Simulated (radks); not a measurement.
Ionisation of neutral dysprosium, [Xe] 4f10 6s2, to [Xe] 4f10 6s1 as the strength of local exchange is varied. Calculated with a radial shooting solver on a logarithmic mesh with Libxc functionals: Dirac Kohn-Sham, Slater X-alpha exchange (alpha = 2/3 is LDA exchange), no correlation, spin-unpolarised, spherical densities, point nucleus; open shells fill j = l - 1/2 first.

alpha = 0.667: E(Dy) (hartree) -12153.8672; exchange (hartree) -249.8819; IE (eV) 5.583; -e of the level emptied (eV) 3.076 (6s1/2); <r> of it (bohr) 4.176
alpha = 0.669: E(Dy) (hartree) -12154.6165; exchange (hartree) -250.6481; IE (eV) 5.593; -e of the level emptied (eV) 3.085 (6s1/2); <r> of it (bohr) 4.174
alpha = 0.711: E(Dy) (hartree) -12170.3634; exchange (hartree) -266.7626; IE (eV) 5.791; -e of the level emptied (eV) 3.264 (6s1/2); <r> of it (bohr) 4.127
alpha = 0.837: E(Dy) (hartree) -12217.7380; exchange (hartree) -315.3656; IE (eV) 6.415; -e of the level emptied (eV) 3.836 (6s1/2); <r> of it (bohr) 3.987
alpha = 0.866: E(Dy) (hartree) -12228.6699; exchange (hartree) -326.6071; IE (eV) 6.564; -e of the level emptied (eV) 3.975 (6s1/2); <r> of it (bohr) 3.956
alpha = 0.887: E(Dy) (hartree) -12236.5927; exchange (hartree) -334.7603; IE (eV) 6.674; -e of the level emptied (eV) 4.076 (6s1/2); <r> of it (bohr) 3.934
alpha = 0.952: E(Dy) (hartree) -12261.1506; exchange (hartree) -360.0646; IE (eV) 7.019; -e of the level emptied (eV) 4.399 (6s1/2); <r> of it (bohr) 3.867

NIST Atomic Spectra Database: 5.939 eV (measured). The Delta-SCF value meets it near alpha = 0.74. Spin polarisation and multiplet splitting are left out, so open shells lie too high by an amount that depends on their filling.

Beside tabulated values, note that spin-unpolarised runs miss the spin-polarisation part of the exchange energy of open shells.
